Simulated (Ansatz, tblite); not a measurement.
Cost and result up the ladder for CrN₄F₂H₁₂ (relaxed from a model of trans-CrF2(NH3)4, whose bonding it doesn't keep) (19 atoms). The state is a quintet with charge 0. Geometry: PBE-D4/def2-SVP.

```csv
atom,x (Å),y (Å),z (Å)
Cr1,-0.0395,0.0409,0.0583
F2,0.3926,1.8598,-0.2085
F3,-0.4748,-1.7829,0.2959
N4,1.8628,-0.1934,0.9523
H5,2.1026,0.6587,1.4766
H6,2.6021,-0.3033,0.2443
H7,1.8812,-1.0483,1.5808
N8,-1.9365,0.2767,-0.8398
H9,-2.2258,-0.6258,-1.2400
H10,-1.8952,1.0403,-1.5750
H11,-2.6629,0.5386,-0.1590
N12,-1.1984,2.5446,-2.3557
H13,-0.6823,2.5217,-3.2453
H14,-0.4841,2.4918,-1.5899
H15,-1.6302,3.4767,-2.3048
N16,1.2890,-2.6520,2.2208
H17,0.8466,-2.7569,3.1433
H18,1.7392,-3.5545,2.0207
H19,0.5139,-2.5327,1.5250
```

Ansatz on 2 threads of AMD EPYC 7R13 on a shared host and a share (18 GiB) of an NVIDIA H100 80GB HBM3; xTB runs through tblite on one thread. Times are rough, summed over both states, and most runs start from the orbitals of an earlier one. ωB97X-V/def2-TZVP serves as the yardstick here, not as an exact answer. The other state is a quartet, and no other spin of it was run.

The xTB rows come from tblite. B3LYP takes the VWN-RPA correlation. In the quintet geometry the species has come apart into loosely held pieces. In the quartet geometry the species has come apart into loosely held pieces.

Raw xTB energies of ions are shifted by several eV, and xTB has no spin-polarisation term.

```
                            level  functions  wall time  vertical IE (eV)  difference from ωB97X-V/def2-TZVP (eV)                                     remarks
                         GFN2-xTB         45     0.03 s             10.64                                    3.03                                           –
                         GFN1-xTB         57    0.036 s             12.72                                    5.11                                           –
                     HF/def2-TZVP        303      8.9 s              7.69                                    0.08                                           –
                 PBE-D4/def2-TZVP        303       10 s              6.94                                   -0.66  spin-contaminated (⟨S²⟩ 3.94) (+1 quartet)
               B3LYP-D4/def2-TZVP        303       10 s              7.54                                   -0.06                                           –
  PBE0-D4/def2-TZVP (with forces)        303       12 s              7.62                                    0.01                                           –
r2SCAN-D4/def2-TZVP (with forces)        303       13 s              7.22                                   -0.38  spin-contaminated (⟨S²⟩ 3.91) (+1 quartet)
                ωB97X-V/def2-TZVP        303       18 s              7.61                                    0.00                                           –
```
